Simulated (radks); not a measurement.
The numbers below are computed, except where a source is named.
Question: The table gives one normalised radial function P(r) = r R(r) (large component) of As26+ in [He] 2s2 2p3 (r in bohr). Level of theory: Dirac Kohn-Sham, BLYP, spin-unpolarised, spherical densities, finite nucleus; open shells fill j = l - 1/2 first; Fermi nuclear charge, rms radius 4.0968 fm (a radial shooting solver on a logarithmic mesh with Libxc functionals).

r	P
0.003613	0.4275
0.004819	0.5422
0.006428	0.6775
0.008573	0.8297
0.01143	0.9879
0.01525	1.1298
0.02034	1.2174
0.02713	1.1945
0.03648	0.9816
0.04865	0.5236
0.06489	-0.1997
0.08654	-1.0993
0.1154	-1.9409
0.154	-2.3941
0.2053	-2.2245
0.2739	-1.5291
0.3653	-0.7313
0.4872	-0.2211
0.6498	-0.0374

Which n and l does it have? It may be an empty orbital.

Answer: n = 2, l = 0: the number of nodes gives n - l - 1 = 1, the rise at small r points to l (this Dirac orbital starts outside the nucleus as r^gamma with gamma = sqrt((l + 1)^2 - (Z/c)^2) = 0.97; the j = 1/2 orbital of l + 1 starts with the same power, but with a smaller coefficient, and then steepens), and the extent must fit the shell. The curve is that of 2s1/2. 2s1/2: eigenvalue -2849.0 eV, 1 radial node at r = 0.0605 bohr, <r> = 0.192 bohr, 90 % of the charge inside 0.295 bohr.
